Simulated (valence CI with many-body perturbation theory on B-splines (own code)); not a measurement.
## Ladder of approximations for Sm⁴⁶⁺

Calculated by relativistic CI+MBPT: six valence electrons over a frozen Dirac-Fock core [Ne], a basis of 9 s, 9 p, 8 d, 6 f, 3 g, 1 h functions for each j, with the one-electron correlation potential Σ1, the two-electron term Σ2, the three-electron term Σ3, Breit, model QED; selected CI, second order for the rest, scaled by the run's own slope (own B-spline code, finite nucleus).

The last digits are not significant, and no measured levels were compared; by estimate large intervals hold to a few tenths of a per cent, small ones and those within an open d or f shell to about a per cent. Among the levels kept, up to 1100 cm⁻¹ of a level comes from second order outside the variational space, and about a tenth of that is noise between levels of different J, which matters for small intervals.

Each rung adds one term. CI alone is the Dirac-Coulomb CI over the frozen core; QED comes last and gives the full result, which names the levels. Energies are above (3s^2 3p1/2^2 3p3/2^2) J=2 on the same rung, in cm⁻¹.

Levels are named by their leading jj configuration (3d3/2^4 stands for four electrons in 3d with j = 3/2), which in mixed levels can hold well under half, so a name can repeat and another be missing. Letters in brackets count levels of one name in rising energy.

```tsv
Level	CI alone	+ Σ1	+ Σ2	+ Σ3	+ Breit	Full
(3s^2 3p1/2^2 3p3/2^2) J=0	123888	123898	123629	123224	125198	125160
(3s^2 3p1/2 3p3/2^3) J=1	1201870	1202790	1203940	1203970	1189420	1191230
(3s^2 3p1/2 3p3/2^3) J=2	1268980	1269910	1270740	1270550	1253960	1255770
(3s^2 3p1/2^2 3p3/2 3d3/2) J=2	1515890	1514190	1511330	1510010	1505640	1502820
(3s^2 3p1/2^2 3p3/2 3d3/2) J=1	1562160	1560480	1557650	1556260	1552290	1549300
(3s^2 3p1/2^2 3p3/2 3d3/2) J=0	1566140	1564450	1562030	1560620	1558820	1555860
(3s^2 3p1/2^2 3p3/2 3d3/2) J=3	1573080	1571420	1568660	1567050	1560150	1557400
(3s^2 3p1/2^2 3p3/2 3d5/2) J=4	1834030	1833160	1830570	1828980	1813280	1811290
(3s^2 3p1/2^2 3p3/2 3d5/2) J=2	1848660	1847780	1844860	1843610	1830510	1827650
(3s^2 3p1/2^2 3p3/2 3d5/2) J=3	1996580	1995660	1990810	1988160	1973790	1971750
(3s^2 3p1/2^2 3p3/2 3d5/2) J=1	2057260	2056400	2052430	2049570	2037940	2035700
(3s 3p1/2^2 3p3/2^3) J=2	2354320	2353440	2351730	2352480	2348280	2334790
(3s 3p1/2^2 3p3/2^3) J=1	2487790	2486940	2484730	2485260	2479280	2468110
(3s^2 3p3/2^4) J=0	2517780	2519620	2521580	2521250	2491480	2494910
(3s^2 3p1/2 3p3/2^2 3d3/2) J=2 [a]	2662220	2661450	2659790	2658870	2637930	2636960
(3s^2 3p1/2 3p3/2^2 3d3/2) J=0	2666760	2665990	2664690	2663790	2643890	2642610
(3s^2 3p1/2 3p3/2^2 3d3/2) J=1 [a]	2672250	2671470	2669510	2668600	2649990	2647880
(3s^2 3p1/2 3p3/2^2 3d3/2) J=3 [a]	2715940	2715200	2713480	2712280	2688280	2687350
(3s^2 3p1/2 3p3/2^2 3d3/2) J=4	2779610	2778850	2777190	2775590	2749200	2748250
```

Task: How does the ionisation energy move along the ladder, and which term matters most?

Result: CI alone 3877.4, + Σ1 3878.3, + Σ2 3878.5, + Σ3 3877.8, + Breit 3875.0, + QED 3874.8 eV. The largest step is Breit, -2.8 eV. NIST lists 3873 ± 4 eV (theoretical).
